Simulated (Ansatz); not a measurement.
Molecule: sum formula WO2Cl (charge +1, singlet). 
Structure (B3LYP-D3(BJ)/def2-TZVP (Ansatz, a first-principles code) minimum search):
SMILES: [O]=[W+](=[O])[Cl]
```xyz
4

W      0.1877     0.0219     0.2509
O      1.3946    -0.8143    -0.5703
O     -0.6963    -1.1812     1.0263
Cl    -1.1459     0.8435    -1.3068
```
Charge +1, spin multiplicity 1.

Task: Give the harmonic wavenumbers at B3LYP-D3(BJ)/def2-TZVP (Ansatz, finite differences of forces, unscaled).

Result: 221, 222, 378, 460, 1027, 1079 cm⁻¹. Zero-point energy 4.8 kcal/mol.

Task: From these and the geometry, give the ideal-gas thermochemistry at 298.15 K and 1 atm (rigid rotor, harmonic oscillator).

Result: Point group Cs, rotational symmetry number 1. Rotational constants 6.548, 2.695, 2.264 GHz. S(trans) 42.46, S(rot) 26.49, S(vib) 5.86, S(elec, spin only) 0.00, S 74.8 cal/(mol K). H(298) - H(0) 3.44 kcal/mol; G - E(el) -14.0 kcal/mol.
